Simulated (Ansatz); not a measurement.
`CC(=S)[SiH2]O` → `CC=S` + `O[SiH]` at 600 K and 1 bar (silylene formation by 1,1-elimination).

Computed with Ansatz on PBE0-D4/def2-TZVP structures; ΔE is electronic, products minus reactants. CCSD(T)/CBS is the MP2 limit (def2-TZVPP, def2-QZVPP) plus CCSD(T) − MP2 in def2-TZVPP, frozen cores. This one scheme is used for every species. Each species was taken in one conformer, which may not be the lowest.

| species | CCSD(T)/CBS energy (Eh) | H − E (kJ/mol) | S (J/(mol·K)) |
| --- | --- | --- | --- |
| `CC(=S)[SiH2]O` | -841.77262 | 263.1 | 449.9 |
| `CC=S` | -476.26007 | 176.5 | 323.6 |
| `O[SiH]` | -365.43832 | 81.5 | 278.0 |

H − E and S are ideal-gas, rigid-rotor, harmonic terms from PBE0-D4/def2-TZVP, for one conformer and one mirror image of each species. 1 Eh = 2625.50 kJ/mol, R = 8.31446 J/(mol·K).

Problem. By hand: ΔE, ΔH, ΔS and ΔG.

Solution. ΔE = (-476.26007) + (-365.43832) − (-841.77262) = 0.07423 Eh = 194.9 kJ/mol. Δ(H − E) = 176.5 + 81.5 − 263.1 = -5.1, so ΔH = 189.8 kJ/mol. ΔS = 323.6 + 278.0 − 449.9 = 151.7 J/(mol·K). ΔG = 189.8 − 600 × (151.7)/1000 = 98.8 kJ/mol.

Problem. By hand: the equilibrium constant, and the temperature at which ΔG would vanish if ΔH and ΔS stayed fixed.

Solution. log₁₀ K = −ΔG/(RT ln 10) = -8.6. ΔG = 0 at ΔH/ΔS = 1251 K.

The number of gas molecules changes by +1, which sets the sign of ΔS. A doubt of 5 kJ/mol in ΔE shifts log₁₀ K by 0.4 here. Other conformers and mirror images would add mixing entropy, several J/(mol·K) or more a flexible species. Modes under 60 cm⁻¹, often nearly free rotors, make the harmonic entropy too high. These are equilibria of isolated gas molecules and say nothing of rates. Largest T1 diagnostic: 0.016 (customary marks: 0.02 for closed shells, 0.045 for open ones).
